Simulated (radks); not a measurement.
Radial electron density D(r) = 4 pi r^2 rho(r) of an atom or ion with 2 electrons. Calculated with a radial shooting solver on a logarithmic mesh with Libxc functionals: non-relativistic Kohn-Sham, exchange-only LDA, spin-polarised, spherical densities, point nucleus.

r (bohr)  D(r) (e/bohr)
0.0155           0.3041
0.01804          0.3998
0.021            0.5229
0.02465          0.6895
0.02869          0.8904
0.0334            1.141
0.03889           1.448
0.04563           1.841
0.05312           2.283
0.06185           2.790
0.072             3.354
0.08449           3.987
0.09836           4.593
0.1145            5.155
0.1333            5.617
0.1564            5.923
0.1821            5.979
0.212             5.766
0.2468            5.273
0.2873            4.538
0.3372            3.589
0.3925            2.641
0.457             1.767
0.532             1.059
0.6243           0.5378
0.7268           0.2425
0.8461          0.09188
0.985           0.02847

What is the nuclear charge?

Answer. Z = 6. The innermost maximum, from 1s, lies near 1/Z = 0.167 bohr (found: 0.175), and its height grows with Z. The density is that of the carbon ion C4+ in [He]; the configuration itself is not fixed sharply by these data. D(r) has 1 maximum, at r = 0.175 bohr.
